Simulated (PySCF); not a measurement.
Z-matrix (Å, degrees):
```
Sn
C 1 2.1701
H 2 1.1025 1 107.67
H 2 1.1027 3 106.18 1 114.83
C 2 1.5233 3 110.95 4 120.57
H 5 1.1022 2 111.87 3 61.15
H 5 1.1024 6 106.89 2 -122.74
H 5 1.1034 6 106.89 7 -114.17
C 1 2.1702 2 109.95 3 -61.46
H 9 1.1025 1 107.70 2 -60.96
H 9 1.1026 10 106.19 1 -114.89
C 9 1.5234 10 110.95 11 -120.56
H 12 1.1023 9 111.89 10 -61.23
H 12 1.1024 13 106.88 9 122.73
H 12 1.1034 13 106.88 14 114.18
C 1 2.1703 2 109.99 3 57.80
H 16 1.1025 1 107.74 2 57.56
H 16 1.1026 17 106.20 1 -114.89
C 16 1.5234 17 110.95 18 -120.57
H 19 1.1023 16 111.90 17 -61.20
H 19 1.1024 20 106.88 16 122.72
H 19 1.1034 20 106.88 21 114.17
C 1 2.1703 2 108.57 3 178.19
H 23 1.1026 1 107.63 2 -178.32
H 23 1.1026 24 106.19 1 114.88
C 23 1.5234 24 110.94 25 120.56
H 26 1.1023 23 111.90 24 61.32
H 26 1.1024 27 106.89 23 -122.74
H 26 1.1034 27 106.87 28 -114.17
```
Charge 0, spin multiplicity 1.

Give the HOMO, total energy, dipole moment, LUMO and S1 oscillator strength at the level PBE-D3(BJ)/def2-TZVP // PBE0-D4/def2-SVP run with PySCF.


- HOMO = -5.87 eV
- total energy = -14445.28 eV
- dipole moment = 0.01 D
- LUMO = -0.21 eV
- S1 oscillator strength = 0.018
